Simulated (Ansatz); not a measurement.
Consider the formal exchange of groups at the Si–B bond: `B[SiH2]CF` + `CI` → `FC[SiH2]CI` + BH₃.

Computed with Ansatz on PBE0-D4/def2-TZVP structures; ΔE is electronic, products minus reactants. CCSD(T)/CBS adds triple-zeta CCSD(T) − MP2 to the extrapolated MP2 energy (def2 sets, frozen cores). This one scheme is used for every species. Functionals use def2-TZVPP. Elements past krypton have def2 core potentials. For I outer-core shells are correlated without core-valence functions, which leaves a few kJ/mol of doubt a bond. Each species was taken in one conformer, which may not be the lowest.

(1) Is it downhill or uphill in electronic energy at CCSD(T)/CBS, and by how much? (An estimate is asked.)

(2) What do these levels give: PBE-D4, ωB97M-V, HF/def2-TZVPP, CCSD/def2-TZVPP, CCSD(T)/def2-TZVPP, HF/CBS(def2)? (Estimate.)

Largest T1 diagnostic among the species: 0.012.

## Answers

(1) Ansatz gave: Downhill: ΔE = -5.5 kcal/mol.

(2) Ansatz gave: PBE-D4 -2.0, ωB97M-V -5.4, HF/def2-TZVPP -3.7, CCSD/def2-TZVPP -4.6, CCSD(T)/def2-TZVPP -5.0, HF/CBS(def2) -3.8 kcal/mol.

From PBE to PBE0 (25 % exact exchange), in def2-TZVPP and without D4, ΔE moves by −1.1 kcal/mol. In def2-TZVPP, CCSD(T) changes the Hartree–Fock value by −1.3 kcal/mol (the triples alone add −0.4 kcal/mol) and MP2 by −3.7 kcal/mol.
